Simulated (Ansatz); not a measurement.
BiMe3 (C₃H₉Bi) was relaxed with PBE0-D4 (def2-SVP) in Ansatz in these states: charge +1 doublet, neutral singlet. The geometries follow in no particular order.

In the def2 sets Bi takes a core potential; there is no spin–orbit coupling.

A:

```csv
atom,x (Å),y (Å),z (Å)
Bi1,0.5811,1.0612,0.4411
C2,-0.1657,0.8513,-1.6962
H3,-0.8743,1.6609,-1.9209
H4,-0.6656,-0.1203,-1.8135
H5,0.6856,0.9144,-2.3888
C6,-1.3473,0.2396,1.3212
H7,-1.6367,-0.6712,0.7785
H8,-2.1433,0.9922,1.2308
H9,-1.1931,0.0029,2.3835
C10,1.5698,-0.9857,0.4178
H11,1.7875,-1.2978,1.4490
H12,2.5095,-0.9352,-0.1501
H13,0.8926,-1.7123,-0.0524
```

B:

Cartesian coordinates in Å:
```
Bi 0.3307 -0.4648 0.6190
C 1.2287 -0.9988 -1.3694
H 2.3126 -0.8405 -1.3108
H 0.7613 -0.3180 -2.0969
H 0.9854 -2.0466 -1.5846
C 0.6922 1.7255 0.9622
H 0.2199 2.2394 0.1113
H 1.7758 1.8953 0.9833
H 0.2215 2.0059 1.9125
C -1.8894 -0.7712 0.4668
H -2.3466 -0.4323 1.4046
H -2.0779 -1.8371 0.2884
H -2.2143 -0.1567 -0.3864
```

**Question.** Judge from the bond lengths which geometry belongs to which state (an estimate).

**Answer.** A is the neutral singlet (Bi1–C2 2.274 Å, Bi1–C6 2.273 Å, Bi1–C10 2.273 Å); B is the charge +1 doublet (Bi1–C2 2.246 Å, Bi1–C6 2.246 Å, Bi1–C10 2.246 Å).
